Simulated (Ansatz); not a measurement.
The lowest singlet and triplet of FHSi (SMILES F[SiH]); geometries from B3LYP-D3(BJ)/def2-TZVP, each state relaxed from the structure named, with no frequency check.
Singlet (charge 0, multiplicity 1):
```json
[
 {"atom": "F", "x (Å)": "0.8441", "y (Å)": "-0.5754", "z (Å)": "0.0000"},
 {"atom": "Si", "x (Å)": "-0.4348", "y (Å)": "0.4186", "z (Å)": "0.0000"},
 {"atom": "H", "x (Å)": "-1.5091", "y (Å)": "-0.6821", "z (Å)": "0.0000"}
]
```

A positive gap puts the triplet lower; no zero-point energy. R- takes a restricted singlet. U- takes an unrestricted singlet (broken symmetry where lower, unprojected). The triplet is unrestricted in single-reference levels. Active spaces average the two states.

Frozen-core correlation.

Run with Ansatz (Gaussian basis) for Hartree–Fock, density functionals and correlated methods. 

```tsv
level	gap E(singlet) − E(triplet), vertical, at the singlet's geometry (kcal/mol)
U-PBE/def2-TZVPP	[?]
R-wB97M-V/def2-TZVPP	-47.16
U-wB97M-V/def2-TZVPP	-47.16
R-SCS-MP2/cc-pV(T+d)Z	-44.37
R-CCSD(T)/cc-pV(D+d)Z	-43.23
SC-NEVPT2 on SA-CASSCF(2,2)/cc-pV(T+d)Z	-44.07
FIC-NEVPT4(SD) on SA-CASSCF(2,2)/cc-pV(T+d)Z	-43.64
FIC-MRCISD+Q on SA-CASSCF(2,2)/cc-pV(T+d)Z	-43.42
FIC-MRCISD+Q on SA-CASSCF(2,2)/cc-pV(Q+d)Z	-43.33
```

Question: Fill in the missing entries.

Answer: 
- U-PBE/def2-TZVPP, gap E(singlet) − E(triplet), vertical, at the singlet's geometry (kcal/mol): -37.61

Doubts at one or more of the structures used: a restricted determinant that unrestricted orbitals would lower (R-SCS-MP2/cc-pV(T+d)Z, R-CCSD(T)/cc-pV(D+d)Z).

Ansatz is an electronic-structure program.
